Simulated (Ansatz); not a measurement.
C2H8BFSi can be A, `B[Si](C)(C)F`, or B, `CB([SiH3])CF`.

Calculated with Ansatz (gas phase, PBE0-D4/def2-TZVP geometries, no zero-point term in ΔE). CBS: MP2 limit from def2 TZ/QZ plus the TZ coupled-cluster correction, frozen cores. Functionals use def2-TZVPP. B3LYP here is the variant with VWN-RPA as its local correlation; programs differ in this. One conformer a species, not always the lowest.

Question: Which isomer does CCSD(T)/CBS put lower? Give the gap. (Estimate.)

Answer: The calculation gave: A, by 51.8 kcal/mol.

Question: Give E(B) − E(A) in kcal/mol with B3LYP-D4, PBE0-D4, PBE-D4, ωB97M-V, B2PLYP, B3LYP, CCSD(T)/def2-TZVPP. (An estimate is asked.)

Answer: Computed: B3LYP-D4 48.3, PBE0-D4 47.0, PBE-D4 44.7, ωB97M-V 49.6, B2PLYP 50.3, B3LYP 48.0, CCSD(T)/def2-TZVPP 50.6. None reverses the order clearly.

Largest T1 diagnostic: 0.012.

From PBE to PBE0 (25 % exact exchange), in def2-TZVPP and without D4, E(B) − E(A) moves by +2.4 kcal/mol.
